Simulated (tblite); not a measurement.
A geometry optimisation, step by step.

Species: C₆H₁₃BClP.
SMILES with atom numbers: `[CH3:1][C@@H:2]1[CH2:3][B:4]([PH2:5])[CH2:6][C@H:7]([Cl:8])[CH2:9]1` (hydrogens: H10, H11, H12 on C1; H13 on C2; H14, H15 on C3; H16, H17 on P5; H18, H19 on C6; H20 on C7; H21, H22 on C9)

Computed with GFN2-xTB (tblite), gas phase: L-BFGS steps from a force-field or distance-geometry start until the largest atomic force falls under 0.01 eV/Å. 8 of its 143 geometries are shown.

Step 0: E = -754.2618 eV, largest atomic force 2.286 eV/Å
```
atom  x, y, z in Å  |  force x, y, z in eV/Å
C1     -1.752    1.731   -0.572   -0.789   2.125  -0.299
C2     -0.783    0.720   -0.080    0.131  -0.553   1.702
C3      0.545    0.788   -0.799    0.946   0.680  -1.102
B4      1.494   -0.412   -0.410   -0.582   0.703   1.757
P5      3.010    0.069    0.714    1.499  -0.582   0.192
C6      0.821   -1.824   -0.043    1.427   0.062  -0.259
C7     -0.374   -1.480    0.818    0.339   0.864  -0.019
Cl8    -1.130   -2.884    1.562   -0.042  -0.240   0.128
C9     -1.306   -0.704   -0.090   -0.538  -0.388  -0.150
H10    -2.815    1.406   -0.522    0.886   0.186  -0.239
H11    -1.468    2.098   -1.588   -0.626  -0.466   0.635
H12    -1.654    2.625    0.096   -0.325  -0.479  -0.642
H13    -0.571    0.944    1.015   -0.243  -0.022  -0.953
H14     1.025    1.756   -0.513   -0.294  -0.455  -0.467
H15     0.352    0.831   -1.892    0.049   0.043   0.420
H16     2.429    0.595    1.955    0.142   0.135  -1.577
H17     3.671    1.170    0.014   -1.198  -0.331   0.846
H18     0.511   -2.341   -0.963    0.114  -0.331   0.543
H19     1.550   -2.412    0.549   -0.411  -0.160  -0.490
H20    -0.026   -0.752    1.604   -0.349  -1.119  -0.056
H21    -2.357   -0.778    0.247    0.471   0.141  -0.206
H22    -1.185   -1.125   -1.101   -0.605   0.184   0.236
```

Step 20: E = -755.6023 eV, largest atomic force 0.404 eV/Å
```
atom  x, y, z in Å  |  force x, y, z in eV/Å
C1     -1.759    1.795   -0.641    0.214  -0.288   0.070
C2     -0.767    0.807   -0.003    0.080  -0.052  -0.057
C3      0.614    0.782   -0.708   -0.291   0.058   0.013
B4      1.565   -0.333   -0.128    0.201   0.301  -0.019
P5      3.312    0.064    0.575   -0.206  -0.111  -0.093
C6      0.919   -1.750    0.063   -0.060   0.066   0.022
C7     -0.409   -1.538    0.786    0.020  -0.403   0.018
Cl8    -1.212   -3.145    1.036    0.007   0.176  -0.019
C9     -1.350   -0.612    0.022    0.229  -0.069   0.168
H10    -2.773    1.429   -0.516   -0.061   0.047   0.033
H11    -1.570    1.905   -1.703    0.011   0.041  -0.099
H12    -1.685    2.761   -0.158    0.037   0.151  -0.093
H13    -0.601    1.128    1.029   -0.022  -0.074   0.113
H14     1.037    1.786   -0.698    0.006   0.091   0.029
H15     0.426    0.537   -1.753   -0.022   0.025  -0.235
H16     2.591    0.456    1.709    0.216   0.057   0.049
H17     3.395    1.358    0.077   -0.048   0.043   0.102
H18     0.720   -2.192   -0.913   -0.067  -0.092  -0.086
H19     1.542   -2.465    0.602   -0.031  -0.014   0.110
H20    -0.201   -1.163    1.797   -0.221  -0.018  -0.135
H21    -2.319   -0.611    0.527    0.017   0.034  -0.078
H22    -1.485   -0.980   -1.002   -0.007   0.032   0.185
```

Step 41: E = -755.7906 eV, largest atomic force 0.307 eV/Å
```
atom  x, y, z in Å  |  force x, y, z in eV/Å
C1     -1.766    1.779   -0.679   -0.128   0.221  -0.168
C2     -0.805    0.800   -0.013   -0.101  -0.071   0.059
C3      0.558    0.797   -0.728    0.103   0.126  -0.073
B4      1.548   -0.232   -0.049   -0.263  -0.114  -0.109
P5      3.342    0.155    0.372    0.105   0.187  -0.078
C6      0.938   -1.678    0.171    0.041  -0.026   0.029
C7     -0.470   -1.590    0.756    0.057  -0.071   0.058
Cl8    -1.232   -3.229    0.715   -0.003   0.082   0.056
C9     -1.392   -0.613    0.034   -0.023  -0.225  -0.039
H10    -2.775    1.704   -0.272    0.130  -0.022   0.102
H11    -1.843    1.623   -1.755    0.089  -0.169   0.032
H12    -1.409    2.797   -0.529   -0.055  -0.012   0.016
H13    -0.660    1.141    1.020    0.058  -0.070  -0.025
H14     0.940    1.820   -0.739    0.025   0.075   0.010
H15     0.393    0.537   -1.783   -0.020  -0.059   0.171
H16     3.284    0.091    1.754   -0.090  -0.093  -0.097
H17     3.239    1.537    0.325    0.071  -0.026   0.076
H18     0.879   -2.187   -0.804    0.009   0.136   0.157
H19     1.558   -2.316    0.810   -0.109  -0.009  -0.046
H20    -0.403   -1.328    1.817   -0.047  -0.019  -0.016
H21    -2.357   -0.607    0.549    0.066   0.084   0.005
H22    -1.578   -0.985   -0.974    0.084   0.072  -0.118
```

Step 61: E = -755.8730 eV, largest atomic force 0.085 eV/Å
```
atom  x, y, z in Å  |  force x, y, z in eV/Å
C1     -1.805    1.771   -0.674   -0.005  -0.006  -0.002
C2     -0.829    0.800   -0.015   -0.039   0.027  -0.009
C3      0.545    0.846   -0.706   -0.068   0.017   0.015
B4      1.536   -0.187   -0.051   -0.008   0.026  -0.023
P5      3.356    0.218    0.215    0.021  -0.024   0.039
C6      0.939   -1.621    0.245    0.009  -0.038   0.018
C7     -0.489   -1.556    0.776   -0.029  -0.035  -0.004
Cl8    -1.212   -3.211    0.783    0.005   0.025  -0.002
C9     -1.375   -0.631   -0.044    0.014   0.021  -0.012
H10    -2.731    1.834   -0.104    0.014  -0.022  -0.043
H11    -2.041    1.447   -1.687    0.003   0.008   0.028
H12    -1.368    2.765   -0.726   -0.032  -0.005   0.006
H13    -0.697    1.098    1.032   -0.020   0.016  -0.013
H14     0.909    1.877   -0.710    0.018  -0.001   0.009
H15     0.394    0.573   -1.756    0.007   0.032  -0.016
H16     3.482   -0.262    1.504    0.023  -0.052  -0.018
H17     3.203    1.533    0.608    0.019   0.039  -0.015
H18     0.921   -2.162   -0.707   -0.012   0.000  -0.034
H19     1.548   -2.229    0.916    0.029  -0.036   0.071
H20    -0.492   -1.247    1.825    0.019   0.013  -0.014
H21    -2.393   -0.652    0.352    0.041   0.011   0.017
H22    -1.410   -0.984   -1.077   -0.009  -0.019  -0.002
```

Step 81: E = -755.8881 eV, largest atomic force 0.076 eV/Å
```
atom  x, y, z in Å  |  force x, y, z in eV/Å
C1     -1.847    1.743   -0.715   -0.044   0.013  -0.005
C2     -0.851    0.823   -0.018   -0.033  -0.049   0.040
C3      0.543    0.897   -0.661    0.001   0.002  -0.008
B4      1.538   -0.167   -0.053   -0.034  -0.012   0.046
P5      3.382    0.177    0.147   -0.018  -0.016   0.021
C6      0.945   -1.604    0.263    0.013   0.003  -0.006
C7     -0.485   -1.535    0.787    0.024   0.072   0.007
Cl8    -1.220   -3.181    0.820    0.024  -0.022  -0.008
C9     -1.370   -0.618   -0.043   -0.016  -0.045  -0.004
H10    -2.802    1.724   -0.190    0.027   0.041  -0.039
H11    -2.017    1.411   -1.738    0.028   0.055   0.009
H12    -1.484    2.770   -0.733   -0.014  -0.067  -0.014
H13    -0.761    1.139    1.027   -0.009   0.006   0.016
H14     0.906    1.926   -0.602    0.019   0.004   0.000
H15     0.429    0.682   -1.730    0.007   0.006   0.006
H16     3.568   -0.440    1.371    0.014   0.003  -0.039
H17     3.297    1.452    0.676   -0.001   0.002  -0.023
H18     0.938   -2.163   -0.680    0.004   0.007   0.024
H19     1.557   -2.187    0.958   -0.034  -0.008  -0.043
H20    -0.484   -1.206    1.830   -0.009   0.000   0.011
H21    -2.387   -0.647    0.356    0.029   0.003  -0.014
H22    -1.406   -0.978   -1.074    0.021   0.000   0.025
```

Step 101: E = -755.8993 eV, largest atomic force 0.047 eV/Å
```
atom  x, y, z in Å  |  force x, y, z in eV/Å
C1     -1.864    1.725   -0.771    0.002   0.003   0.014
C2     -0.901    0.825    0.000    0.007   0.008   0.003
C3      0.524    0.941   -0.565    0.005  -0.001   0.010
B4      1.529   -0.139   -0.006   -0.027  -0.039   0.001
P5      3.391    0.157    0.039   -0.017  -0.008  -0.025
C6      0.938   -1.578    0.295   -0.004  -0.001   0.007
C7     -0.490   -1.516    0.822    0.024   0.011  -0.013
Cl8    -1.194   -3.176    0.880   -0.001  -0.004  -0.005
C9     -1.380   -0.630   -0.037    0.015   0.010   0.003
H10    -2.862    1.679   -0.340   -0.011  -0.007  -0.009
H11    -1.924    1.417   -1.813   -0.007  -0.008   0.006
H12    -1.527    2.758   -0.739    0.003  -0.002  -0.004
H13    -0.887    1.155    1.046    0.011  -0.012  -0.002
H14     0.870    1.972   -0.449    0.005  -0.005   0.015
H15     0.464    0.775   -1.648    0.015   0.002   0.013
H16     3.700   -0.575    1.169    0.002   0.006   0.006
H17     3.402    1.379    0.683   -0.009   0.018  -0.011
H18     0.925   -2.118   -0.660    0.009   0.003   0.026
H19     1.551   -2.180    0.970   -0.017   0.011  -0.005
H20    -0.499   -1.171    1.859   -0.003   0.002  -0.020
H21    -2.407   -0.686    0.331    0.006   0.008  -0.018
H22    -1.368   -0.996   -1.066   -0.009   0.006   0.009
```

Step 122: E = -755.9044 eV, largest atomic force 0.031 eV/Å
```
atom  x, y, z in Å  |  force x, y, z in eV/Å
C1     -1.861    1.715   -0.786   -0.006   0.006   0.005
C2     -0.914    0.824    0.014   -0.010  -0.011  -0.008
C3      0.528    0.961   -0.493   -0.007   0.000  -0.002
B4      1.521   -0.156    0.011    0.015   0.019   0.020
P5      3.384    0.133   -0.056    0.001  -0.023  -0.003
C6      0.926   -1.585    0.335    0.002  -0.007  -0.003
C7     -0.512   -1.519    0.826   -0.007  -0.002   0.016
Cl8    -1.217   -3.180    0.886    0.000   0.022  -0.017
C9     -1.378   -0.635   -0.057   -0.002  -0.010   0.005
H10    -2.872    1.652   -0.390   -0.013   0.010   0.002
H11    -1.885    1.411   -1.831    0.012  -0.009   0.018
H12    -1.539    2.752   -0.739    0.004   0.017   0.003
H13    -0.942    1.141    1.063   -0.008  -0.008  -0.009
H14     0.882    1.976   -0.291   -0.007   0.013  -0.010
H15     0.510    0.875   -1.587    0.004  -0.003  -0.010
H16     3.761   -0.554    1.082   -0.007  -0.003   0.001
H17     3.424    1.378    0.543    0.004  -0.001  -0.010
H18     0.935   -2.148   -0.606    0.023  -0.006  -0.014
H19     1.526   -2.171    1.034    0.010   0.005   0.010
H20    -0.546   -1.163    1.859   -0.002  -0.002   0.020
H21    -2.417   -0.701    0.272    0.001  -0.006  -0.015
H22    -1.325   -0.988   -1.089   -0.007  -0.002   0.001
```

Step 142: E = -755.9075 eV, largest atomic force 0.009 eV/Å
```
atom  x, y, z in Å  |  force x, y, z in eV/Å
C1     -1.865    1.720   -0.778    0.002   0.000   0.003
C2     -0.925    0.820    0.021   -0.001  -0.005   0.001
C3      0.523    0.973   -0.465   -0.001   0.000  -0.001
B4      1.516   -0.147    0.030    0.004  -0.001   0.008
P5      3.383    0.085   -0.105    0.000   0.003  -0.003
C6      0.925   -1.572    0.381   -0.001   0.000   0.004
C7     -0.530   -1.526    0.823    0.001   0.000  -0.002
Cl8    -1.221   -3.193    0.834    0.001   0.006  -0.003
C9     -1.375   -0.641   -0.079   -0.001  -0.005   0.001
H10    -2.877    1.671   -0.381   -0.002  -0.002   0.001
H11    -1.892    1.411   -1.821    0.004   0.003   0.001
H12    -1.530    2.754   -0.735   -0.003   0.005   0.004
H13    -0.969    1.120    1.074    0.001   0.001  -0.003
H14     0.868    1.987   -0.242    0.004   0.001  -0.007
H15     0.520    0.907   -1.561    0.002  -0.001  -0.002
H16     3.767   -0.539    1.067    0.001   0.002  -0.005
H17     3.485    1.364    0.406    0.000   0.002   0.003
H18     0.986   -2.157   -0.545   -0.006  -0.004   0.005
H19     1.514   -2.128    1.115    0.000   0.000   0.003
H20    -0.603   -1.184    1.860   -0.002  -0.001  -0.008
H21    -2.424   -0.720    0.214   -0.002   0.000  -0.005
H22    -1.286   -0.984   -1.112   -0.001  -0.004   0.005
```

**Question.** Summarise the path.

**Answer.** The energy falls by 1.6457 eV from step 0 to step 142; nine tenths of that is first reached at step 37. It falls at every step. The largest force goes from 2.286 to 0.009 eV/Å. Among the bonds P5–H16 changes most, from 1.468 to 1.381 Å; the atoms move by 0.668 Å rms after alignment.

The cost below is that of the whole relaxation. Hardware: Intel Xeon at 2.50 GHz, one thread, on a shared host. Cost: 5.0 s.
